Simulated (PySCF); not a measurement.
AlF2H4NO2Si, SMILES [Al]([NH][SiH](F)F)([OH])[OH]. Atoms are numbered in the order given.

```xyz
11

Si    -0.2190    -1.4950     0.0000
F      0.1856    -2.4112     1.2751
F      0.1856    -2.4112    -1.2751
N      0.6515    -0.0269     0.0000
Al     0.0258     1.6529     0.0000
O      1.0318     3.0167     0.0000
O     -1.6595     1.8215     0.0000
H     -1.6700    -1.2631     0.0000
H      1.6652    -0.1424     0.0000
H      1.9893     3.0754     0.0000
H     -2.1336     2.6569     0.0000
```

Coordinates come from a B3LYP-D3(BJ)/def2-SVP optimisation. The structure was generated by enumeration; whether it is a known compound was not checked. One conformer was computed; it need not be the lowest.

Two levels are set side by side: PBE/pcSseg-1 (PySCF) and PBE0/pcSseg-1 (PySCF). GIAO shifts against CFCl3 (¹⁹F), H2O (¹⁷O), NH3 (¹⁵N), TMS (²⁹Si), TMS (¹H) at the same level; non-relativistic, no solvent, atoms listed together averaged. Differences are taken from unrounded values.

| quantity | PBE0 | PBE | PBE minus PBE0 |
|---|---|---|---|
| δ(²⁹Si) of Si1 (ppm) | -36.3 | -35.7 | 0.5 |
| δ(¹⁹F) of F2, F3 (ppm) | -147.9 | -162.3 | -14.4 |
| δ(¹⁵N) of N4 (ppm) | 36.4 | 43.6 | 7.1 |
| δ(¹H) of H8 (ppm) | 4.92 | 5.11 | 0.19 |
| δ(¹H) of H9 (ppm) | 0.86 | 0.80 | -0.06 |

Rough cost on one machine, each run with all the roots and properties that it gave: PBE0 against PBE within a factor of 2.
